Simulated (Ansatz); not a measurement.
CH$_{3}$BO$_{2}$ (`BC(=O)O`), relaxed with RKS PBE0-D4/def2-TZVP in the Gaussian-basis code of Ansatz from a PBE-D4/def2-SVP geometry. The force threshold is 0.005 eV/Å; the program also tests the step.

Total charge 0; spin multiplicity 1.

Start:

```xyz
7

B     0.270    0.366   -1.048
C    -0.130   -0.083    0.384
O    -0.862    0.810    0.817
O     0.207   -1.180    1.065
H    -0.465    0.095   -1.974
H     1.218    1.110   -1.188
H    -0.238   -1.117    1.944
```

```json
{"step": "1", "energy (eV)": "-5851.4085", "largest force (eV/Å)": "1.079", "largest move (Å)": "0.000"}
{"step": "2", "energy (eV)": "-5851.4430", "largest force (eV/Å)": "0.287", "largest move (Å)": "0.020"}
{"step": "3", "energy (eV)": "-5851.4465", "largest force (eV/Å)": "0.119", "largest move (Å)": "0.011"}
{"step": "4", "energy (eV)": "-5851.4484", "largest force (eV/Å)": "0.195", "largest move (Å)": "0.015"}
{"step": "5", "energy (eV)": "-5851.4522", "largest force (eV/Å)": "0.182", "largest move (Å)": "0.034"}
{"step": "6", "energy (eV)": "-5851.4545", "largest force (eV/Å)": "0.196", "largest move (Å)": "0.040"}
{"step": "7", "energy (eV)": "-5851.4557", "largest force (eV/Å)": "0.078", "largest move (Å)": "0.013"}
{"step": "8", "energy (eV)": "-5851.4558", "largest force (eV/Å)": "0.021", "largest move (Å)": "0.004"}
{"step": "9", "energy (eV)": "-5851.4558", "largest force (eV/Å)": "0.004", "largest move (Å)": "0.001"}
```

End:

```xyz
7

B     0.272    0.361   -1.047
C    -0.179   -0.011    0.398
O    -0.909    0.811    0.905
O     0.207   -1.130    1.008
H    -0.424    0.057   -1.964
H     1.233    1.049   -1.191
H    -0.201   -1.137    1.890
```

Hardware: 2 threads of an Arm Neoverse V1 on a shared host. Wall time 20 s, peak host memory 0.22 GiB.
